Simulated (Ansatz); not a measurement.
Geometry optimisation, Ansatz, RKS PBE-D4/def2-SVP.

Input:

```yaml
crystal:
  periodic: [false, false, false]
  atoms:
    - { symbol: C, position_ang: [-0.5664, -1.2369, 0.8481] }
    - { symbol: O, position_ang: [0.7579, -0.9651, 0.7247] }
    - { symbol: Sb, position_ang: [1.0568, -0.1283, -1.1174] }
    - { symbol: "N", position_ang: [1.3688, 1.7887, -0.271] }
    - { symbol: Zn, position_ang: [-1.6177, 0.4, -1.5142] }
    - { symbol: H, position_ang: [-0.824, -1.6313, 1.8246] }
    - { symbol: H, position_ang: [-1.1505, -0.2336, 0.7732] }
    - { symbol: H, position_ang: [-0.9188, -1.882, 0.0437] }
    - { symbol: H, position_ang: [0.4958, 1.9277, 0.4294] }
    - { symbol: H, position_ang: [2.1625, 1.7602, 0.3402] }
    - { symbol: H, position_ang: [-0.699, 0.1435, -2.0608] }
basis:
  gaussian: { orbitals: def2-SVP }
hamiltonian:
  xc: pbe
  dispersion: d4
relax:
  f_tol: 0.015
  max_steps: 40
```

Run as:

```bash
$ ansatz run input.yaml --threads 2 --pin off --max-ram 3072MiB --backend cpu --events-out ev --progress --plain --runs-dir out
```

Task: Where does it end, and by what steps?

Result: The forces met the threshold. After 19 steps the energy has fallen by 5.565 eV; H11 moved furthest, 0.88 Å. The start is strongly strained (largest force component 16 eV/Å), so its close contacts needn't be bonds. Parted: Sb3–Zn5, Zn5–H11.

| step | energy less start (eV) | largest force component (eV/Å) | accepted |
| --- | --- | --- | --- |
| 0 | 0.0000 | 15.931 | yes |
| 1 | -2.9675 | 7.576 | yes |
| 2 | -4.4869 | 2.984 | yes |
| 3 | -5.1020 | 1.484 | yes |
| 4 | -5.3772 | 0.946 | yes |
| 5 | -5.4506 | 0.392 | yes |
| 6 | -5.4993 | 0.405 | yes |
| 7 | -5.5316 | 0.408 | yes |
| 8 | -5.5420 | 0.468 | yes |
| 9 | -5.5475 | 0.428 | yes |
| 10 | -5.5568 | 0.262 | yes |
| 11 | -5.5599 | 0.146 | yes |
| 12 | -5.5617 | 0.043 | yes |
| 13 | -5.5629 | 0.062 | yes |
| 14 | -5.5634 | 0.059 | yes |
| 15 | -5.5641 | 0.058 | yes |
| 16 | -5.5643 | 0.058 | yes |
| 17 | -5.5644 | 0.060 | yes |
| 18 | -5.5646 | 0.039 | yes |
| 19 | -5.5647 | 0.006 | yes |

```xyz
11
Properties=species:S:1:pos:R:3
C -0.524 -1.224 0.883
O 0.812 -1.434 0.499
Sb 1.594 -0.251 -0.967
N 1.135 1.662 -0.354
Zn -2.067 1.104 -1.435
H -0.735 -1.822 1.798
H -0.756 -0.154 1.124
H -1.257 -1.536 0.097
H 0.128 1.838 -0.210
H 1.651 1.982 0.475
H 0.085 -0.223 -1.889
```

Whether the end is a true minimum wasn't checked by a vibrational analysis.

The run took 76 s on 2 threads of Arm Neoverse V1 (shared host), peak memory 0.19 GiB.
